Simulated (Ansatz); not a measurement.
Gas-phase electronic energies from Ansatz, PBE0-D4/def2-TZVP geometries. CCSD(T)/CBS is the MP2 limit (def2-TZVPP, def2-QZVPP) plus CCSD(T) − MP2 in def2-TZVPP, frozen cores. Functionals use def2-TZVPP. One conformer a species, not always the lowest.

Reaction (formal exchange of groups at the Si–N bond): `CN[SiH2]N` + `N=C[SiH2]F` → `N[SiH2][SiH2]F` + `CNC=N`

`CN[SiH2]N`:

Cartesian coordinates in Å:
```
C 1.516 -0.723 0.958
N 0.139 -0.470 0.601
Si -0.391 0.258 -0.853
N -1.906 0.998 -0.559
H 1.685 -0.561 2.027
H 2.163 -0.027 0.418
H 1.852 -1.738 0.713
H -0.527 -1.024 1.115
H -0.667 -0.643 -2.013
H 0.748 1.146 -1.236
H -2.597 1.048 -1.288
H -2.014 1.735 0.118
```

`N=C[SiH2]F`:

Z-matrix (Å, degrees):
```
Si
C 1 1.881
F 1 1.601 2 105.8
H 1 1.483 2 111.6 3 118.0
H 1 1.483 2 111.6 3 -118.0
N 2 1.269 1 124.3 3 -0.3
H 2 1.098 1 119.4 3 179.7
H 6 1.023 2 111.2 1 0.0
```

`N[SiH2][SiH2]F`:

Cartesian coordinates in Å:
```
N 0.786 1.520 -0.488
Si 0.776 0.085 0.464
Si -1.243 -1.033 0.046
F -1.408 -1.220 -1.547
H 0.547 1.464 -1.465
H 1.492 2.223 -0.333
H 1.912 -0.861 0.235
H 0.832 0.474 1.901
H -1.273 -2.386 0.665
H -2.423 -0.264 0.522
```

`CNC=N`:

```xyz
10

C     0.869   -0.563    0.551
N    -0.339    0.210    0.621
C    -0.988    0.646   -0.495
N    -0.628    0.558   -1.711
H     1.198   -0.807    1.560
H     0.731   -1.499   -0.004
H     1.669    0.005    0.066
H    -0.843    0.233    1.488
H    -1.931    1.147   -0.266
H     0.261    0.071   -1.810
```

CCSD(T)/CBS gives +0.60 eV.

(1) Another level gave +0.40 eV. Which?
A. r2SCAN/def2-TZVPP
B. CAM-B3LYP/def2-TZVPP
C. RPA@PBE/def2-TZVPP
D. PBE0/def2-TZVPP

Largest T1 diagnostic among the species: 0.013.

Results:

(1) A. r2SCAN 0.40, RPA@PBE/def2-TZVPP 0.60, CAM-B3LYP 0.50, PBE0 0.33 eV.

From PBE to PBE0 (25 % exact exchange), in def2-TZVPP and without D4, ΔE moves by +0.07 eV. At CCSD(T), def2-SVP lies −0.16 eV from the extrapolated value and def2-TZVPP −0.01 eV.
